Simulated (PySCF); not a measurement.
Compound: C₇H₇NO.
Cartesian coordinates in Å at the GFN2-xTB level; atoms count from 1:
```xyz
16
C7H7NO angstrom
N     -3.5506    0.6046    0.5207
C     -2.6340    0.0962    0.0657
C     -1.4641   -0.5424   -0.4820
C     -0.2416   -0.3279    0.4321
C      0.1226    1.1251    0.5295
C      1.3698    1.3749    0.1391
C      2.0443    0.1358   -0.2774
O      3.1759    0.0119   -0.6713
C      1.0290   -0.9897   -0.1143
H     -1.6712   -1.6115   -0.5837
H     -1.2684   -0.1250   -1.4741
H     -0.4908   -0.7076    1.4294
H     -0.5953    1.8480    0.8805
H      1.8624    2.3301    0.1145
H      1.4342   -1.7437    0.5602
H      0.8703   -1.4699   -1.0804
```

A PySCF run (density fitting, gas phase, GFN2-xTB geometry) gave HOMO -10.06 eV, LUMO 0.28 eV, dipole 1.38 D.

Task: Which of these levels was it?
A. PBE0/pcSseg-1
B. wB97X/def2-SVPD
C. CAM-B3LYP/def2-SVPD

Result: B. It is wB97X/def2-SVPD. All candidates on this geometry:

| level and settings | kind | basis functions | SCF cycles | E (Eh) | HOMO (eV) | LUMO (eV) | dipole (D) |
| --- | --- | --- | --- | --- | --- | --- | --- |
| PBE0/pcSseg-1 | global hybrid | 188 | 15 | -400.3903 | -7.54 | -1.83 | 1.36 |
| CAM-B3LYP/def2-SVPD | range-separated hybrid | 239 | 14 | -400.4242 | -9.05 | -0.75 | 1.35 |
| wB97X/def2-SVPD, level shift 0.1 Eh | range-separated hybrid | 239 | 13 | -400.5250 | -10.06 | 0.28 | 1.38 |

The nearest other candidate, by the summed differences of HOMO and LUMO, is CAM-B3LYP/def2-SVPD: its HOMO differs by +1.01 eV and its LUMO by -1.03 eV. Cycle counts include a coarse-grid stage where the run had one.
